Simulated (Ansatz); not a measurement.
Consider the silylene formation by 1,1-elimination: `C=CO[SiH2]C` → `C=COC` + `[SiH2]`.

Isolated molecules relaxed with PBE0-D4/def2-TZVP in Ansatz; ΔE leaves out vibrations. CBS: MP2 limit from def2 TZ/QZ plus the TZ coupled-cluster correction, frozen cores. This one scheme is used for every species. DFT in def2-TZVPP. One conformer a species, not always the lowest.

```csv
level,ΔE (kJ/mol)
r2SCAN-D4,422.0
B2PLYP,397.7
```

(1) What does CCSD(T)/CBS give? (Best estimate.)

Largest T1 diagnostic among the species: 0.014.

## Answers

(1) Ansatz gave: +405.6 kJ/mol. The listed levels differ from it by 16.4, -7.9 kJ/mol.

In def2-TZVPP, CCSD(T) changes the Hartree–Fock value by +8.1 kJ/mol (the triples alone add +2.8 kJ/mol) and MP2 by +34.5 kJ/mol. From PBE to PBE0 (25 % exact exchange), in def2-TZVPP and without D4, ΔE moves by +14.8 kJ/mol. The D4 term adds +14.7 kJ/mol with B3LYP and +8.1 kJ/mol with PBE0; it sums over pairs of atoms, weighted by their polarisabilities, and B3LYP, whose exchange is more repulsive, gets the larger term.

B3LYP here is the variant with VWN-RPA as its local correlation; programs differ in this.
